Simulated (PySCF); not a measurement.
# 33S chemical shifts

Calculated, not measured (PySCF 2.14.0 with density-fitted response routines): geometry: GFN2-xTB, shielding tensors at PBE0/pcSseg-1 (GIAO). Isolated molecule, one averaged value for each set of equivalent atoms, non-relativistic, a single conformation.

Shieldings were converted by a linear fit to measured shifts: 33S: δ = 158.28 − 0.937σ (rms 33.3 ppm, 20 shifts vs sulfate, solution or neat liquid). A few per cent of atoms miss by over 2 rms, more outside the fitted compound classes.

Problem. Give the 33S shifts of `C[Si@@]1(F)C[C@@H](F)CS1`, `C=C(C)S[C@@H](F)[SiH2]F`.

Solution. 
```csv
compound,environment,δ (ppm)
C[Si@@]1(F)C[C@@H](F)CS1,"sulfur bonded to C, Si, in a 5-membered ring",-418
C=C(C)S[C@@H](F)[SiH2]F,sulfide sulfur,-176
```

Problem. Match the shifts 582, -180, -258, -418, -517 ppm to `[SiH3]N[SiH2]S`, `C[Si@@]1(F)C[C@@H](F)CS1`, `C=Nc1ccc(O)s1`, `F[C@@H]1CS[C@@](F)([SiH3])C1`, `C[C@@](F)([SiH3])C(=S)CF`.

Solution. 582: C[C@@](F)([SiH3])C(=S)CF (thione sulfur); -180: C=Nc1ccc(O)s1 (aromatic ring sulfur); -258: F[C@@H]1CS[C@@](F)([SiH3])C1 (sulfide sulfur); -418: C[Si@@]1(F)C[C@@H](F)CS1 (sulfur bonded to C, Si, in a 5-membered ring); -517: [SiH3]N[SiH2]S (sulfur bonded to Si, H).
